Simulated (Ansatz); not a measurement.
Ansatz results at the PBE0-D4/def2-TZVP geometry: LUMO energy (PBE0/def2-TZVPP) -0.51 eV; HOMO energy (ωB97M-V/def2-TZVPP) -8.46 eV; HOMO–LUMO gap (PBE0/def2-TZVPP) 5.83 eV.

(1) Which molecule gave them?
A. `F[Si@H](Cl)[C@H]1BO1`
B. `[SiH3][GeH]1[CH2][NH]1`
C. `[AlH2][SiH2][SiH3]`
D. `BN/C=[N]/[GeH3]`

## Answers

(1) B. The others give `F[Si@H](Cl)[C@H]1BO1`: -1.06, -11.07, 7.72; `BN/C=[N]/[GeH3]`: -1.12, -9.64, 6.20; `[AlH2][SiH2][SiH3]`: -2.19, -9.39, 5.27.
